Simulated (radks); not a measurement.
Results of a calculation; reference values are marked as such.
Re I, configuration [Xe] 4f14 5d5 6s2 (the NIST ground configuration). Code: a radial shooting solver on a logarithmic mesh with Libxc functionals. Model: Dirac Kohn-Sham, LDA (Slater exchange, VWN5 correlation), spin-unpolarised, spherical densities, finite nucleus; open shells fill j = l - 1/2 first; Fermi nuclear charge, rms radius 5.3698 fm. Some entries of the table are withheld. Estimate them.

orbital  occ.  eigenvalue (hartree)  <r^2> (bohr^2)  <r> (bohr)
1s1/2       2             -2626.551             (1)     0.01805
2s1/2       2             -455.1378        0.006827     0.07564
2p1/2       2             -435.7532        0.004863     0.06248
2p3/2       4             -382.9066        0.006060     0.07056
3s1/2       2             -105.3349         0.04456      0.1971
3p1/2       2             -96.63590         0.04080      0.1871
3p3/2       4             -85.16272         0.04736      0.2020
3d3/2       4             -70.45637             (2)      0.1765
3d5/2       6             -67.96353             (3)      0.1811
4s1/2       2             -21.94016          0.2196      0.4408
4p1/2       2                   (4)             (5)      0.4451
4p3/2       4                   (6)             (7)      0.4788
4d3/2       4              -9.63510          0.2825      0.4936
4d5/2       6              -9.13880          0.2956      0.5051
5s1/2       2              -3.11757           1.208       1.037
5p1/2       2              -2.01495           1.466       1.137
5p3/2       4              -1.60818           1.750       1.241
4f5/2       6              -1.59475          0.4131      0.5763
4f7/2       8              -1.50232          0.4265      0.5851
6s1/2       2              -0.22312           10.78       3.071
5d3/2       4              -0.21632           4.360       1.894
5d5/2       1              -0.18413           4.827       1.987

Answer. 
(1) 1s1/2 <r^2> (bohr^2): 0.0004487
(2) 3d3/2 <r^2> (bohr^2): 0.03661
(3) 3d5/2 <r^2> (bohr^2): 0.03841
(4) 4p1/2 eigenvalue (hartree): -18.30734
(5) 4p1/2 <r^2> (bohr^2): 0.2258
(6) 4p3/2 eigenvalue (hartree): -15.62171
(7) 4p3/2 <r^2> (bohr^2): 0.2609
